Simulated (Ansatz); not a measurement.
Wavefunction ladder for CH6MgOSi (`[CH3][Mg][O][SiH3]`)

```xyz
10

C     0.448    2.614   -0.987
Mg    0.123    0.702   -0.265
O    -0.161   -0.960    0.363
Si   -0.419   -2.447    0.924
H     1.499    2.903   -0.899
H    -0.142    3.355   -0.439
H     0.174    2.695   -2.043
H     0.824   -3.038    1.504
H    -1.458   -2.456    1.997
H    -0.887   -3.367   -0.155
```

The species carries charge 0 and has multiplicity 1. Correlated methods include outer-core shells of Mg, which these sets cover unevenly. The structure was optimised at the PBE0-D4/def2-TZVP level. It is one conformer, not always the lowest. Frozen core, restricted reference, Ansatz. CBS rows extrapolate triple and quadruple zeta. For Mg the program correlates outer-core shells too, which these sets cover unevenly, so the extrapolated numbers aren't a true limit.

```csv
basis,HF (Eh),MP2 corr.,CCSD corr.,(T),CCSD(T) total
def2-TZVPP,-604.91384,?,-0.79152,-0.02284,?
def2-QZVPP,-604.93869,-0.83257,?,-0.02712,?
CBS(def2),?,-0.89354,?,-0.03029,?
```

Fill in the withheld values. (Best estimate.)

The calculation gave: def2-TZVPP MP2 corr.: -0.75026; def2-TZVPP CCSD(T) total: -605.72820; def2-QZVPP CCSD corr.: -0.86884; def2-QZVPP CCSD(T) total: -605.83465; CBS(def2) HF (Eh): -604.94211; CBS(def2) CCSD corr.: -0.92612; CBS(def2) CCSD(T) total: -605.89852.
